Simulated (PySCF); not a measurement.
F₃MoO (SMILES [O]=[Mo]([F])([F])[F]), doublet, at a GFN2-xTB geometry (such geometries of metal compounds can be far from the true shape) (the multiplicity is a formal guess) (core potentials on Mo); PySCF with DF-BLYP/def2-TZVP.

Input for PySCF:
```python
from pyscf import gto, scf, dft

mol = gto.Mole()
mol.atom = '''
    Mo    0.05591480   -0.04018027   -0.05884262
    O     1.14230872    0.01364299   -1.26703992
    F     1.11882451   -0.26352438    1.31231399
    F    -1.39280279   -0.43982163   -0.95395950
    F    -1.00234300    0.87872684    1.04250212
'''
mol.basis = 'def2-tzvp'
mol.ecp = {'Mo': 'def2-tzvp'}
mol.spin = 1
mol.verbose = 4
mol.build()

mf = dft.UKS(mol)
mf.xc = 'blyp'
mf = mf.density_fit(auxbasis='def2-universal-jkfit')
mf.kernel()
```

What the program printed (banner, timings and long lists left out):

```
PySCF version 2.14.0

[INPUT] verbose = 4
[INPUT] num. atoms = 5
[INPUT] num. electrons = 49
[INPUT] charge = 0
[INPUT] spin (= nelec alpha-beta = 2S) = 1
[INPUT] symmetry False subgroup None
[INPUT] Mole.unit = angstrom
[INPUT] Symbol           X                Y                Z      unit          X                Y                Z       unit  Magmom
[INPUT]  1 Mo     0.055914800000  -0.040180270000  -0.058842620000 AA    0.105663658310  -0.075929705911  -0.111196436252 Bohr   0.0
[INPUT]  2 O      1.142308720000   0.013642990000  -1.267039920000 AA    2.158650630502   0.025781514620  -2.394358437691 Bohr   0.0
[INPUT]  3 F      1.118824510000  -0.263524380000   1.312313990000 AA    2.114271905351  -0.497988905346   2.479914030535 Bohr   0.0
[INPUT]  4 F     -1.392802790000  -0.439821630000  -0.953959500000 AA   -2.632015818630  -0.831142424360  -1.802722188927 Bohr   0.0
[INPUT]  5 F     -1.002343000000   0.878726840000   1.042502120000 AA   -1.894153752875   1.660553065905   1.970043491078 Bohr   0.0

nuclear repulsion = 239.145164304438
number of shells = 58
number of NR pGTOs = 244
number of NR cGTOs = 164
basis = def2-tzvp
ecp = {'Mo': 'def2-tzvp'}

******** <class 'pyscf.df.df_jk.DFUKS'> ********
method = DFUKS
initial guess = minao
damping factor = 0
level_shift factor = 0
DIIS = <class 'pyscf.scf.diis.CDIIS'>
diis_start_cycle = 1
diis_space = 8
diis_damp = 0
SCF conv_tol = 1e-09
SCF conv_tol_grad = None
SCF max_cycles = 50
direct_scf = False
number electrons alpha = 25  beta = 24
XC library pyscf.dft.libxc version 7.1.2
    S. Lehtola, C. Steigemann, M. J. T. Oliveira, and M. A. L. Marques,  SoftwareX 7, 1–5 (2018)
XC functionals = blyp
    A. D. Becke,  Phys. Rev. A 38, 3098 (1988)
    C. Lee, W. Yang, and R. G. Parr,  Phys. Rev. B 37, 785 (1988)
    B. Miehlich, A. Savin, H. Stoll, and H. Preuss,  Chem. Phys. Lett. 157, 200 (1989)
radial grids:
    Treutler-Ahlrichs [JCP 102, 346 (1995); DOI:10.1063/1.469408] (M4) radial grids

becke partition: Becke, JCP 88, 2547 (1988); DOI:10.1063/1.454033
pruning grids: <function nwchem_prune>
grids dens level: 3
symmetrized grids: False
atomic radii adjust function: <function treutler_atomic_radii_adjust>
small_rho_cutoff = 0
Set gradient conv threshold to 3.16228e-05
tot grids = 79312
init E= -437.121066766719

cycle= 1 E= -442.792974910334  delta_E= -5.67  |g|= 1.15  |ddm|= 2.83
cycle= 2 E= -435.161519079712  delta_E= 7.63  |g|= 4.02  |ddm|= 2.38
cycle= 3 E= -442.856020540574  delta_E= -7.69  |g|= 0.994  |ddm|= 2.29
cycle= 4 E= -443.054307502924  delta_E= -0.198  |g|= 0.706  |ddm|= 0.826
cycle= 5 E= -443.205026213367  delta_E= -0.151  |g|= 0.252  |ddm|=  0.4
cycle= 6 E= -443.22336637184  delta_E= -0.0183  |g|= 0.131  |ddm|= 0.171
cycle= 7 E= -443.227340417995  delta_E= -0.00397  |g|= 0.0834  |ddm|= 0.0542
cycle= 8 E= -443.229668171002  delta_E= -0.00233  |g|= 0.0176  |ddm|= 0.0365
cycle= 9 E= -443.229767800882  delta_E= -9.96e-05  |g|= 0.00407  |ddm|= 0.00715
cycle= 10 E= -443.229773011855  delta_E= -5.21e-06  |g|= 0.00118  |ddm|= 0.00232
cycle= 11 E= -443.22977355196  delta_E= -5.4e-07  |g|= 0.00014  |ddm|= 0.000785
cycle= 12 E= -443.229773557902  delta_E= -5.94e-09  |g|= 5.77e-05  |ddm|= 0.000116
cycle= 13 E= -443.229773559341  delta_E= -1.44e-09  |g|= 1.5e-05  |ddm|= 4.21e-05
cycle= 14 E= -443.22977355927  delta_E= 7e-11  |g|= 2.4e-05  |ddm|= 2e-05
Extra cycle  E= -443.229773557664  delta_E= 1.61e-09  |g|= 7.36e-05  |ddm|= 4.67e-05
converged SCF energy = -443.229773557664  <S^2> = 0.75140037  2S+1 = 2.0013999
```
